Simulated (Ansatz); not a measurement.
Cartesian coordinates in Å:
```
C -0.585 -0.051 -0.701
C -0.397 -1.109 0.427
Al 0.702 0.259 1.290
C 0.539 1.011 -0.507
H -1.558 0.434 -0.576
H -0.580 -0.494 -1.702
H -1.321 -1.520 0.835
H 0.208 -1.954 0.079
H 1.329 0.609 2.713
H 0.249 2.038 -0.732
H 1.414 0.778 -1.125
```

Total charge 0; spin multiplicity 1.

Task: List the ωB97M-V/def2-TZVPP orbital energies in eV (Ansatz). (An estimate is asked.)

Result: The calculation gave: Occupied: -1531.62, -281.34, -280.48, -280.48, -116.24, -75.93, -75.71, -75.70, -24.30, -20.74, -18.41, -15.16, -15.01, -13.02, -12.58, -11.74, -11.42, -9.44, -9.21. Lowest empty: 0.48, 1.93, 2.01, 3.28, 3.46, 3.89, 4.57, 4.65.
